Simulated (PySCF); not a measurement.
A survey of 17O NMR shifts

- shieldings: GIAO PBE0/pcSseg-1
- geometry: PBE0-D3(BJ)/def2-SVP
- program: PySCF 2.14
- single conformer, in vacuum, averaged over atoms made equivalent by symmetry, fast rotation or ring inversion, non-relativistic Hamiltonian

Shieldings were converted by a linear fit to measured shifts: 17O: δ = 263.91 − 0.892σ (rms 13.5 ppm, 141 shifts, 14.3 ppm with the 1 outlier that the fit left out vs liquid water, solution or neat liquid). Occasional misses reach two or three times the rms, and more in compound classes unlike the fitted ones.

Question: Give the 17O shifts of `C/N=C\[C@@H]1CCOBO1`, `C#CC1=C[C@@H](C)[Si@H](O)C1`, `O[B](O)[GeH2][SH]`, `F[C@@H]1OCOC[C@@]1(F)Cl`.

Answer: 
```
                                                     compound                                      environment  δ (ppm)
[CH3:1]/[N:2]=[CH:3]\[C@@H:4]1[CH2:5][CH2:6][O:7][BH:8][O:9]1  O9: oxygen bonded to C, B, in a 6-membered ring     92.3
[CH3:1]/[N:2]=[CH:3]\[C@@H:4]1[CH2:5][CH2:6][O:7][BH:8][O:9]1  O7: oxygen bonded to C, B, in a 6-membered ring     81.2
                                  C#CC1=C[C@@H](C)[Si@H](O)C1                           oxygen bonded to Si, H     -3.4
                                            O[B](O)[GeH2][SH]                       oxygen bonded to B, H (×2)     92.4
  [F:1][C@@H:2]1[O:3][CH2:4][O:5][CH2:6][C@@:7]1([F:8])[Cl:9]                                 O3: ether oxygen     66.5
  [F:1][C@@H:2]1[O:3][CH2:4][O:5][CH2:6][C@@:7]1([F:8])[Cl:9]                                 O5: ether oxygen     25.4
```

Question: Order these by 17O shift, lowest first.
A. C#C[C@@H]1C[Si@H]1/C=C/OC
B. C=C1C=C/C1=C(\C)O[SiH3]
C. C#C[C@@H]1C=CC[Si@@H]1OC

Answer: C (-17.7 ppm, oxygen bonded to C, Si), B (51.3 ppm, oxygen bonded to C, Si), A (95.9 ppm, ether oxygen).

Relativistic effects, spin–orbit coupling among them, are left out; they matter for the fourth-row atoms present and their neighbours.
